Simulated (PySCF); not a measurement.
Isomers of CH8OSi2, mass 92.011 u with the commonest isotopes. The calculation used PBE0-D3(BJ)/def2-SVP geometry optimisation, gas phase (PySCF). One conformer each, none proved a minimum here; rigid rotors.

Question: Order these by rotational constant A, smallest first.
A. `[CH3:1][SiH2:2][SiH2:3][OH:4]` with C1–Si2–Si3–O4 -177°, Si2–Si3–O4–H 56°
B. `C[SiH2]O[SiH3]`
C. `[CH3:1][O:2][SiH2:3][SiH3:4]` with C1–O2–Si3–Si4 179°

Answer: A (10623 MHz), B (10882 MHz), C (12557 MHz).

Question: Order these by dipole moment, smallest first.
A. `C[SiH2]O[SiH3]`
B. `[CH3:1][SiH2:2][SiH2:3][OH:4]` with C1–Si2–Si3–O4 -177°, Si2–Si3–O4–H 56°
C. `[CH3:1][O:2][SiH2:3][SiH3:4]` with C1–O2–Si3–Si4 179°

Answer: A (0.93 D), C (1.14 D), B (1.56 D).

Question: Order these by rotational constant B, smallest first.
A. `C[SiH2]O[SiH3]`
B. `[CH3:1][SiH2:2][SiH2:3][OH:4]` with C1–Si2–Si3–O4 -177°, Si2–Si3–O4–H 56°
C. `[CH3:1][O:2][SiH2:3][SiH3:4]` with C1–O2–Si3–Si4 179°

Answer: C (1861 MHz), B (1924 MHz), A (1980 MHz).

```
        SMILES  point group  Ia (u·Å²)  Ib (u·Å²)  Ic (u·Å²)      κ  μa (D)  μb (D)  μc (D)
C[SiH2][SiH2]O            –      47.58     262.74     294.23  -0.95    1.11    0.19    1.08
CO[SiH2][SiH3]            –      40.25     271.62     296.79  -0.97    0.99    0.56    0.01
C[SiH2]O[SiH3]           Cs      46.44     255.22     286.55  -0.95    0.53    0.76    0.00
```
